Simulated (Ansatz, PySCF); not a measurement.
Se(Cl)2 anion (Cl2Se), SMILES Cl[Se]Cl (connectivity only; charge and spin as stated), charge -1, multiplicity 2. Atoms are numbered in the order given.

```xyz
3

Se    -0.1216     0.0867     0.0000
Cl    -0.7695    -2.3006     0.0000
Cl     0.1112     2.5494     0.0000
```
Charge -1, spin multiplicity 2.

Geometry optimised at B3LYP-D3(BJ)/def2-SVPD. The spin state was assumed, not searched. The isomer is the one that the SMILES or the coordinates give; other isomers of the formula were not compared.

Two levels are set side by side: PBE-D3(BJ)/def2-SVPD (Ansatz, a quantum-chemistry and plane-wave program) and B3LYP-D3(BJ)/def2-SVPD (Ansatz). Each level has its own optimised geometry; the coordinates shown are those of the second. Frequencies come from the Hessian of PySCF at each geometry. Differences are taken from unrounded values.

```
quantity                            B3LYP-D3(BJ)  PBE-D3(BJ)  PBE-D3(BJ) minus B3LYP-D3(BJ)
----------------------------------  ------------  ----------  -----------------------------
mean bond length (Å)                       2.474       2.464                         -0.010
bond Se1–Cl2 (Å)                           2.474       2.464                         -0.010
bond Se1–Cl3 (Å)                           2.474       2.464                         -0.010
highest harmonic wavenumber (cm⁻¹)           241         240                             -1
mean harmonic wavenumber (cm⁻¹)              160         159                             -1
zero-point energy (kcal/mol)                0.69        0.68                          -0.01
```

On these quantities the two levels nearly agree.
